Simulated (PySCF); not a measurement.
## Excitation energy of Xe⁺ by level of theory

Xe⁺ [Kr] 4d10 5s2 5p5 (2P) → Xe⁺ [Kr] 4d10 5s2 5p4 6s1 (4P), as a difference of total energies. All numbers are calculated (PySCF 2.14, scalar relativity by spin-free X2C-1e, in x2c-TZVPPall with one added diffuse shell each of s, p, d, f type (9s7p5d3f, 76 functions)). Correlated levels: valence: [Kr] 4d10 frozen. The calculations carry no spin-orbit coupling.

```tsv
method	excitation energy (eV)
UHF	11.340
MP2 (valence)	11.544
SCS-MP2 (valence)	11.667
CCSD (valence)	11.551
CCSD(T) (valence)	11.541
```

Errors of the correlated levels include the incompleteness of this basis and the frozen core.

The promoted electron is Rydberg-like, and one or two diffuse shells describe it only roughly, which tends to raise the upper state.

**Question.** Which method comes closest to the reference value, and which is furthest?

**Answer.** The reference is 11.353 eV (measured; NIST levels, between the centres of gravity of the two terms). Closest: UHF (error -0.013 eV); furthest: SCS-MP2 (valence) (error 0.314 eV).
